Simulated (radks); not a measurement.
Spin polarisation of the 5d3 shell in Ta2+. Start: [Xe] 4f14 5d(up 1.5, down 1.5); electrons of 5d are moved from spin down to spin up, other shells keep equal spins. All-electron calculation, non-relativistic Kohn-Sham, PBE, spin-polarised, spherical densities, point nucleus. Program: a radial shooting solver on a logarithmic mesh with Libxc functionals. Estimate the energy gained and the exchange splitting at a moment of 3 Bohr magnetons.

Answer. At moment 3 the spin-polarisation energy is -1.602 eV and the 5d exchange splitting 2.187 eV, that is 0.729 eV per Bohr magneton; E = -I m^2/4 would give I = 0.712 eV.
